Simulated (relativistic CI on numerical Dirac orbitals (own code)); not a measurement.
## Zn28+: sensitivity of the levels to the model

Base calculation: Dirac-Coulomb-Breit CI, separate exchange-only KLI orbitals for each configuration, a model potential for QED, unscaled Slater integrals.

Configuration list: 1s², 1s2s, 1s2p, 1s3s, 1s3p, 1s3d, 1s4s, 1s4p, 1s4d, 1s4f, 1s5s, 1s5p, 1s5d, 1s5f, 1s5g, 1s6s, 1s6p, 1s6d. Levels of other configurations are missing.

Variants: (1) non-relativistic limit. Shifts of the energy above 1s² ¹S0, in eV, for the lowest level and the first level of each name with at least 55 % of one term (blank where a level changes its place among those of its configuration and J or its character, or is not in the variant):

```
    Level     Base    Δ(1)
  1s² ¹S0      0.0     0.0
 1s2s ³S1   8911.1   -82.4
1s2p ³P°0   8945.9   -87.0
1s2p ³P°1   8948.5   -89.6
 1s2s ¹S0   8948.7   -85.9
1s2p ³P°2   8976.8  -117.9
1s2p ¹P°1   8997.4  -112.4
 1s3s ³S1  10563.2  -110.4
1s3p ³P°0  10572.8  -111.6
 1s3s ¹S0  10573.3  -111.4
1s3p ³P°1  10573.6  -112.3
1s3p ³P°2  10582.0  -120.8
 1s3d ³D2  10586.9  -120.8
 1s3d ³D1  10587.1  -120.9
```

At this charge energies of transitions that change n are usually good to better than 1 %, and those within a shell (Δn = 0) to a few per cent.

Ionisation energy from the two ground configurations alone: base 11863.3 eV. The NIST ASD value (theoretical) is 11864.9 eV.

LS names give the leading component of a level, which can be under half, so a name can repeat, a term be missing and a line seem to break the LS rules.
